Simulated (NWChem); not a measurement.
Species: C5H8; SMILES CC=C=CC

```xyz
13

C     -2.3407    -0.1915     0.4548
C     -1.2547     0.3827    -0.4070
C      0.0000     0.0000    -0.4083
C      1.2547    -0.3827    -0.4070
C      2.3407     0.1915     0.4548
H     -3.1516    -0.6116    -0.1630
H     -1.9580    -0.9875     1.1083
H     -2.7940     0.5885     1.0886
H     -1.5432     1.1896    -1.0958
H      1.5432    -1.1896    -1.0958
H      2.7940    -0.5885     1.0886
H      3.1516     0.6116    -0.1630
H      1.9580     0.9875     1.1083
```
Atoms are numbered in this order, from 1.

Computed with NWChem. Coordinates come from a PBE0/def2-SVP optimisation. No frequency run checked for a minimum. Vertical excitations in the gas phase; the lowest state need not have the same character in each row.

For level PBE/def2-SVP, full TDDFT:

| Quantity | Value |
|---|---|
| lowest excitation, singlet (eV) | 5.62 |
| lowest state with f > 0.02, singlet (eV) | 7.26 |
| oscillator strength of that bright state | 0.648 |
| orbital gap (eV) | 5.61 |

Problem. What are these values for level Hartree-Fock/def2-SVP, TDHF?

Solution. The lowest excitation, singlet (eV) is 6.32. The lowest state with f > 0.02, singlet (eV) comes out as 7.98 and the oscillator strength of that bright state is 1.642. The orbital gap (eV) is 14.10.
